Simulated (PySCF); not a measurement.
Ca⁺: ionisation energy

Ca⁺ [Ar] 4s1 (2S) → Ca²⁺ [Ar] (1S), as a difference of total energies. Calculation: PySCF 2.14, in aug-cc-pVDZ-X2C; the spin-free X2C one-electron Hamiltonian (Gaussian nucleus). The calculations carry no spin-orbit coupling.

| method | ionisation energy (eV) |
| --- | --- |
| UHF | 11.349 |
| TPSS | 11.723 |
| M06-L | 11.058 |

Task: Which method comes closest to the reference value, and which is furthest?

Result: The reference is 11.872 eV (measured; NIST Atomic Spectra Database, ionization energies). Closest: TPSS (error -0.149 eV); furthest: M06-L (error -0.814 eV).
